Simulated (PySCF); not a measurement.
Energy landscape of O₂Se, singlet: symmetric bend, bond length relaxed. Scanned: O-Se-O angle. Other coordinates (Se-O bond length) were minimised at B3LYP/def2-TZVP.

Method: CCSD(T) on RHF/cc-pVTZ, 11 core orbitals frozen in PySCF 2.14.0.

Scanned values (°): 180, 170, 160, 150, 140, 130, 120, 110, 100, 90, 80.

Problem. At which scan points does the profile have its minima and maxima, and how high do they lie?

Solution. Lower than their neighbours: 110° (0.0 kcal/mol). Higher than their neighbours: 180° (58.1 kcal/mol, end of the scan), 80° (45.3 kcal/mol, end of the scan). The whole profile spans 58.1 kcal/mol.
